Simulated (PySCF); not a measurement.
**Electron correlation in Hg (mercury, neutral)**

[Xe] 4f14 5d10 6s2, closed-shell 1S. Computed with PySCF 2.14 in aug-cc-pwCVDZ-PP with ECP60MDF (6s6p5d3f, 70 functions), with a scalar-relativistic core potential. Frozen: 5s2 5p6; 12 electrons correlated.

| level | correlation energy (mhartree) |
| --- | --- |
| CCSD | -381.61 |
| (T) | -11.00 |
| CCSD(T) | -392.61 |

Diagnostics: T1 = 0.016, D1 = 0.0535, largest double amplitude 0.041.

Cost of the coupled-cluster step: of the order of 4 core-seconds, for 12 correlated electrons.

Iterations:

```
CC2 = 0
CCSD nocc = 6, nmo = 66
frozen orbitals [0, 1, 2, 3]
max_cycle = 100
direct = 0
conv_tol = 1e-08
conv_tol_normt = 1e-06
diis_space = 8
diis_start_cycle = 0
Init t2, MP2 energy = -152.956444424335  E_corr(MP2) -0.416510670164163
Init E_corr(CCSD) = -0.416510670263744
cycle = 1  E_corr(CCSD) = -0.369504414361414  dE = 0.0470062559  norm(t1,t2) = 0.0511518
cycle = 2  E_corr(CCSD) = -0.381726430297118  dE = -0.0122220159  norm(t1,t2) = 0.0144268
cycle = 3  E_corr(CCSD) = -0.380604143269157  dE = 0.00112228703  norm(t1,t2) = 0.00607261
cycle = 4  E_corr(CCSD) = -0.381620671759846  dE = -0.00101652849  norm(t1,t2) = 0.00181259
cycle = 5  E_corr(CCSD) = -0.381622907804818  dE = -2.23604497e-06  norm(t1,t2) = 0.000140703
cycle = 6  E_corr(CCSD) = -0.381609199059025  dE = 1.37087458e-05  norm(t1,t2) = 3.48507e-05
cycle = 7  E_corr(CCSD) = -0.381608759347674  dE = 4.39711351e-07  norm(t1,t2) = 6.06092e-06
cycle = 8  E_corr(CCSD) = -0.381609276796269  dE = -5.17448595e-07  norm(t1,t2) = 1.39865e-06
cycle = 9  E_corr(CCSD) = -0.381609351201504  dE = -7.44052355e-08  norm(t1,t2) = 2.97371e-07
cycle = 10  E_corr(CCSD) = -0.38160932613433  dE = 2.5067174e-08  norm(t1,t2) = 7.46185e-08
cycle = 11  E_corr(CCSD) = -0.381609325415029  dE = 7.19301674e-10  norm(t1,t2) = 1.92935e-08
CCSD converged
E(CCSD) = -152.9215430795858  E_corr = -0.3816093254150286
CCSD(T) correction = -0.0110012256280154
```
